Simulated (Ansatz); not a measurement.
Species: Si₂NH₆, charge 0, doublet. Si2NH6 (SMILES N[SiH][SiH3], doublet).
B3LYP-D3(BJ)/def2-TZVP minimum from Ansatz (a first-principles code):
```xyz
9

Si     1.4923     0.3700     0.0581
Si    -0.5857    -0.7026    -0.1514
N     -1.8633     0.4074     0.2163
H      2.5718    -0.6283    -0.1389
H      1.7064     1.4956    -0.8900
H      1.6015     0.9103     1.4375
H     -0.8533    -1.1624    -1.5451
H     -2.7895     0.2819    -0.1620
H     -1.8862     0.9078     1.0910
```
Charge 0, spin multiplicity 2.

Total energies in cc-pV(D+d)Z, 19 correlated electrons, 11 frozen orbitals. UHF or UKS for unpaired electrons; spin-orbit terms are left out. Cores are frozen in correlated methods. No relativity.

| method | program | energy (Eh) | minus CCSDT(Q) (mEh) |
|---|---|---|---|
| HF | Ansatz | -635.79815 | 425.76 |
| MP2 | Ansatz | -636.15835 | 65.56 |
| CCSD | Ansatz | -636.21084 | 13.07 |
| CCSD(T) | Ansatz | -636.22172 | 2.19 |
| CCSDT(Q) | Ansatz | -636.22391 | 0.00 |

Rough core times of Ansatz's runs on a shared machine: CCSD(T) under 20 s, CCSDT(Q) 2 h.
